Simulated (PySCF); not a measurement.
Basis-set dependence of the ionisation energy of Tm²⁺

Tm²⁺ [Xe] 4f13 (2F) → Tm³⁺ [Xe] 4f12 (high-spin determinant). All values are computed (PySCF 2.14, energy differences of UHF-based or UKS calculations, no spin-orbit coupling). Values in eV.

```
        basis    Hamiltonian  functions     UHF  r2SCAN    PBE0  MP2 (valence)
  cc-pVDZ-X2C  spin-free X2C         84  19.575  23.553  23.615         24.340
 ANO-RCC-VTZP  spin-free X2C        104  19.547  24.326  24.290         25.667
 x2c-TZVPPall  spin-free X2C        113  19.437  24.021  24.028         25.161
  cc-pVTZ-X2C  spin-free X2C        145  19.469     n/a     n/a         25.302
cc-pwCVTZ-X2C  spin-free X2C        186  19.460     n/a     n/a            n/a
```

Frozen in the all-electron rows: valence: [Kr] 4d10.

One determinant mixes LS terms of the configuration, so the numbers do not refer to single terms.

Between the lowest levels the reference is 23.66 ± 0.03 eV (semi-empirical (NIST evaluation); NIST Atomic Spectra Database, ionization energies); it includes spin-orbit coupling, which these numbers lack.
